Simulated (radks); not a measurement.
Task: Xe III, configuration [Kr] 4d8 5s2 5p6 (not the ground configuration). All-electron calculation, Dirac Kohn-Sham, PBE, spin-unpolarised, spherical densities, point nucleus; open shells fill j = l - 1/2 first. Program: a radial shooting solver on a logarithmic mesh with Libxc functionals. Some entries of the table are withheld. Estimate them.

orbital  occ.  eigenvalue (eV)  <r> (bohr)
1s1/2       2        -34389.55     0.02665
2s1/2       2        -5387.128      0.1142
2p1/2       2        -5063.580     0.09621
2p3/2       4        -4738.977      0.1020
3s1/2       2        -1135.175      0.3059
3p1/2       2        -1000.841         (1)
3p3/2       4        -939.1029         (2)
3d3/2       4        -703.0565         (3)
3d5/2       6        -689.9979         (4)
4s1/2       2        -235.2892      0.7093
4p1/2       2        -187.2556      0.7354
4p3/2       4        -174.5296      0.7615
4d3/2       4         -96.2561         (5)
4d5/2       4         -94.1130         (6)
5s1/2       2         -44.0230       1.696
5p1/2       2         -31.3155       1.908
5p3/2       4         -29.4623       1.981

Result: 
(1) 3p1/2 <r> (bohr): 0.2960
(2) 3p3/2 <r> (bohr): 0.3076
(3) 3d3/2 <r> (bohr): 0.2784
(4) 3d5/2 <r> (bohr): 0.2821
(5) 4d3/2 <r> (bohr): 0.8399
(6) 4d5/2 <r> (bohr): 0.8494
